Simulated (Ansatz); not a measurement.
Basis-set extrapolation for CH9BOSi2, SMILES `[SiH3]BOC[SiH3]` (PBE0-D4/def2-TZVP geometry, frozen core, the Gaussian-basis code of Ansatz). Multiplicity 1, RHF reference.

```
                      def2-TZVPP   def2-QZVPP
                 HF  -720.601025  -720.625921
    MP2 correlation    -0.765433    -0.819915
CCSD(T) correlation    -0.864898      not run
```

Energies in hartree. Use E(X) = E(∞) + A·exp(−7.88·√X) for Hartree–Fock and E(X) = E(∞) + B·X^(−2.97) for correlation, with X = 3 and 4, and add CCSD(T) minus MP2 of the smaller set to the MP2 limit.

Problem. What is the CCSD(T) energy at the basis-set limit?

Solution. HF limit: -720.625921 + (-0.024896) × 0.13774 = -720.62935. MP2 limit: -0.819915 + (-0.054482) × 0.74074 = -0.86027. Higher-order term: -0.864898 − (-0.765433) = -0.09946. Total: -721.58908 hartree, 3.35 eV below CCSD(T)/def2-TZVPP.
